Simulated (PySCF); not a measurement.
C5H5FO2.
SMILES with atom numbers: `[CH3:1][O:2][C:3]1=[CH:4][C@H:5]([F:6])[C:7]1=[O:8]`

Cartesian coordinates in Å at the GFN2-xTB level; atoms count from 1:
```xyz
13
C5H5FO2 angstrom
C      2.2496   -0.0872   -0.4241
O      1.2881    0.6234    0.3449
C      0.0164    0.3401    0.0933
C     -1.1511    0.7967    0.6059
C     -2.0208   -0.0118   -0.3224
F     -2.8003   -0.9670    0.2900
C     -0.6710   -0.5471   -0.8773
O     -0.3573   -1.3541   -1.7014
H      3.2212    0.2589   -0.0783
H      2.1608   -1.1639   -0.2652
H      2.1364    0.1279   -1.4889
H     -1.4034    1.4637    1.4052
H     -2.6729    0.5209   -1.0205
```

NICS = −σ at a ghost point: NICS(0) at the centroid of the ring atoms, NICS(1) 1 Å to either side along the normal of their mean plane, zz for the tensor component along that normal. Level: GIAO PBE0/pcSseg-1 (PySCF, non-relativistic, gas phase) on the GFN2-xTB geometry, one conformer.

Ring bond lengths (Å), with Mayer bond orders in brackets: C3–C4 1.354 (1.60), C4–C5 1.507 (1.01), C5–C7 1.554 (0.91), C7–C3 1.484 (0.99).

Question: Give the NICS values of each ring in ppm.

Answer: 
```
       ring                                                    type  NICS(0)  NICS(1), two faces  NICS(1)zz, two faces  rms pucker (Å)  centre to ring atoms, mean (Å)
C3–C4–C5–C7  4-membered carbocycle; formal bonds 1 double, 3 single     -1.5         -3.4 / -5.6            0.2 / -5.1            0.01                            1.04
```

Question: What can be read from them?

Answer: 
- C3–C4–C5–C7: mean NICS(1)zz -2.4 ppm, near zero. C5 has four or more neighbours, and the NICS criterion for π rings isn't applied. The two faces differ by 5.3 ppm, so no symmetry operation interchanges them.

Question: What is the mean of the two in-plane components of NICS at the first NICS(1) probe listed for ring C3–C4–C5–C7, 1 Å off the ring?

Answer: The isotropic value is a third of the trace: (3 × -3.4 − (0.2))/2 = -5.2 ppm.
